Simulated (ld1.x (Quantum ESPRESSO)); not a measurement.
**What one change does to a pseudopotential (platinum (Pt), TM)**

ld1.x (Quantum ESPRESSO) 7.5 input, shortened:

```
&input
   title='Pt', zed=78., rel=1, dft='PZ', iswitch=3,
   config='[Xe] 4f14 5d9 6s0 6p0'
 /
 &inputp
   pseudotype=2, tm=.true., lloc=1,
   nlcc=.false.
 /
3
6S  1  0   0.00   0.00  1.85  1.85  0.0
5D  3  2   9.00   0.00  1.65  1.65  0.0
6P  2  1   0.00   0.00  3.05  3.05  0.0
 &test
   configts(1)='5d9 6s0 6p0'
 /
```

All-electron outer shells of the reference configuration (LDA (PZ), scalar-relativistic, ld1.x):

```csv
shell,level (eV),outermost node (bohr),outermost maximum (bohr)
5p,-64.62,0.53,0.98
5d,-14.59,0.57,1.26
6s,-13.26,1.14,2.30
6p,-6.84,1.35,3.02
```

Change: all radii scaled by about 0.78 (s 1.44, p 2.36, d 1.28 bohr).

Cutoffs: the cutoffs (Ry, on a coarse ladder) from which the occupation-weighted sum of valence levels, in a spherical-Bessel basis at the reference potential, stays within 10 and 1 mRy of its value at 400 Ry; they do not see the model core or the augmentation charge, which bear on the density cutoff. Errors are all-electron minus pseudo energies relative to the spin-unpolarised reference configuration.

**Question.** Predict the effect on cutoff, ghosts and configuration errors.

**Answer.** The potential gets harder (40 Ry and 60 Ry → 45 Ry and 80 Ry); the s channel binds one level more than in the base; the number of tests that count goes from 9 to 5; of the 5 tests that both files solve, the error grows in 2 and shrinks in 0 by more than 15 % and 0.3 meV (median size 88.0 → 182.6 meV); neither file shows a bound ghost at the reference potential, the only one tested. A smaller radius makes the pseudo-wave follow the all-electron one further in, where it bends more sharply, so more plane waves are needed.

| quantity | base | changed |
| --- | --- | --- |
| cutoff, loose | 40 Ry | 45 Ry |
| cutoff, tight | 60 Ry | 80 Ry |
| bound ghosts | none | none |
| tests counted (converged, no solver errors) | 9 of 9 | 5 of 9 |
| error for 5d8 6s0 6p0, meV [ΔE 20.26 eV] | -106 | -101 |
| error for 5d7 6s0 6p0, meV [ΔE 52.77 eV] | -481 | -460 |
| error for 5d8 6s1 6p0, meV [ΔE 1.87 eV] | -65 | +224 |
| error for 5d8 6s1 6p1, meV [ΔE -2.95 eV] | -88 | +183 |
| error for 5d9 6s0 6p0 (spin-polarised), meV [ΔE -0.13 eV] | +81 | +81 |

Changed file: The cutoffs count occupied waves only; the empty 6s level needs 110 Ry at the loose tolerance. Tests not counted: 5d9 6s1 6p0 (solver errors, printed error -647 eV); 5d9.5 6s0.5 6p0 (solver errors, printed error +960 meV); 5d9 6s0.5 6p0 (solver errors, printed error +3.5 eV); 5d9 6s1 6p0 (spin-polarised) (solver errors, printed error +8.3 eV).
